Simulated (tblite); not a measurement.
Compound: C₃H₇FNSi (doublet state).
Cartesian coordinates in Å at the GFN2-xTB level; atoms count from 1:
```
atom  x, y, z in Å
F1    -1.4999    1.3568   -1.0756
C2    -0.7287    0.8019   -0.0698
C3    -0.9607   -0.7090   -0.0222
N4     0.1398   -1.2656    0.7204
Si5    1.5687   -0.3090    0.7462
C6     0.7471    1.0642   -0.2919
H7    -1.0702    1.2676    0.8625
H8    -1.9205   -0.9427    0.4489
H9    -0.9863   -1.0890   -1.0545
H10    0.0250   -2.2139    1.0313
H11    2.6974   -0.9646    0.0756
H12    1.0080    2.0885   -0.0397
H13    0.9759    0.9152   -1.3488
```

The geometry is computed with GFN2-xTB (gas phase). This method treats the open shell by occupation alone, without spin polarisation.

Masses are those of the commonest isotopes; rigid-rotor values at the optimised geometry. The values belong to one conformer with, in the numbering `[F:1][C@H:2]1[CH2:3][NH:4][SiH:5][CH2:6]1`, F1–C2–C3–N4 162°, C2–C3–N4–Si5 -23°, C3–N4–Si5–C6 1°, N4–Si5–C6–C2 21°.

(1) Give the principal moments of inertia and the rotational constants in cm⁻¹.

(2) Classify the top.

(3) What does the inertial defect say?

(4) List the rotational levels J(Ka,Kc) to J = 3 (MHz).

(5) Estimate the classical rotational partition function at 25 K, 50 K and 200 K.

## Answers

(1) Ia = 87.65, Ib = 223.16, Ic = 293.34 u·Å²; 505379 MHz·u·Å²/I gives 5766, 2265 and 1723 MHz, that is A = 0.19232, B = 0.07554, C = 0.05747 cm⁻¹.

(2) An asymmetric top. Ray's parameter κ = (2B − A − C)/(A − C) = -0.732; −1 is the prolate and +1 the oblate limit.

(3) Not planar: Δ = Ic − Ia − Ib = -17.47 u·Å². For a rigid frame Δ = −2 Σ m c², so Σ m c² = 8.74 u·Å² lies off the ab plane: 6.51 from hydrogen and 2.23 from heavier atoms. The atom farthest from that plane is 1.46 Å away.

(4) Above 0(0,0):
J = 1: 1(0,1) 3987, 1(1,1) 7489, 1(1,0) 8030
J = 2: 2(0,2) 11904, 2(1,2) 14922, 2(1,1) 16547, 2(2,1) 27050, 2(2,0) 27108
J = 3: 3(0,3) 23639, 3(1,3) 26037, 3(1,2) 29284, 3(2,2) 39013, 3(2,1) 39299, 3(3,1) 57907, 3(3,0) 57911

(5) Point group C1, symmetry number σ = 1; q = (√π/σ)·√((kT/h)³/(ABC)), k/h = 20836.6 MHz/K: 4440 at 25 K, 12600 at 50 K, 101000 at 200 K.

For this open shell read J as N, the rotation without spin; fine and hyperfine splittings come on top. Its GFN2-xTB frequencies are all real (lowest 101 cm⁻¹). Zero-point vibration and centrifugal distortion are left out.

The run took 0.43 s on Arm Neoverse V1, one thread (shared host). This is the geometry optimisation.
